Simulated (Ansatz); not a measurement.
**Question.** Name a neutral molecule of Ge, Si and H with LUMO energy (PBE0/def2-TZVPP) between -0.45 and -0.15 eV and LUMO energy (ωB97M-V/def2-TZVPP) between 1.10 and 1.40 eV (Ansatz, PBE0-D4/def2-TZVP geometry).

**Answer.** `[SiH3][SiH2][GeH2][SiH2][SiH3]` (-0.34 eV, 1.31 eV); `[SiH3][SiH2][SiH2][GeH3]` (-0.34 eV, 1.37 eV); `[SiH3][SiH2][SiH2][SiH2][GeH3]` (-0.43 eV, 1.26 eV); `[GeH3][SiH2][SiH2][SiH2][GeH3]` (-0.41 eV, 1.28 eV); `[SiH3][SiH2][GeH2][SiH2][GeH3]` (-0.33 eV, 1.32 eV); `[SiH3][GeH2][SiH2][SiH2][GeH3]` (-0.43 eV, 1.23 eV). Other molecules can fit too; these were computed, each in one conformer that needn't be the lowest.
